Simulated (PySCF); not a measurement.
NICS in isomers of [C8H6N3]-.

Definitions: NICS(0) = −σiso at the ring centroid; NICS(1) = −σiso and NICS(1)zz = −σzz at ±1 Å along the ring normal z. Level: GIAO PBE0/pcSseg-1 (PySCF, non-relativistic, gas phase) on the GFN2-xTB geometries, one conformer each. Atom numbers follow the mapped SMILES.

Task: Order these rings by mean NICS(1)zz, lowest (most negative) first (ppm).
A. ring C1–C2–C3–C4–C10–C11 in `[cH:1]1[cH:2][cH:3][c:4](-[c:5]2[cH:6][n:7][n:8][n-:9]2)[cH:10][cH:11]1` (charge -1)
B. ring C3–C4–C5–C6–C7–C11 in `[CH2:1]=[CH:2][c:3]1[cH:4][cH:5][cH:6][c:7]2[n-:8][n:9][n:10][c:11]12` (charge -1)
C. ring C3–C4–C5–C6–C10–C11 in `[CH2:1]=[CH:2][c:3]1[cH:4][cH:5][c:6]2[n-:7][n:8][n:9][c:10]2[cH:11]1` (charge -1)

Result: B (-27.8), C (-26.0), A (-22.1).

```tsv
SMILES	ring	NICS(0)	NICS(1)	NICS(1)zz	HOMA	rms pucker (Å)	ring atoms with four or more neighbours
C=Cc1cccc2[n-]nnc12	6-membered carbocycle; formal bonds all aromatic	-9.4	-11.4	-27.8	0.87	0.00	0
C=Cc1ccc2[n-]nnc2c1	6-membered carbocycle; formal bonds all aromatic	-8.6	-10.8	-26.0	0.84	0.00	0
c1ccc(-c2cnn[n-]2)cc1	6-membered carbocycle; formal bonds all aromatic	-6.0	-9.1	-22.1	0.98	0.00	0
```

NICS(0) gives the same order. The isotropic NICS(1) gives the same order. HOMA uses Krygowski's 1993 parameters. NICS(1) and NICS(1)zz are means over the two faces.
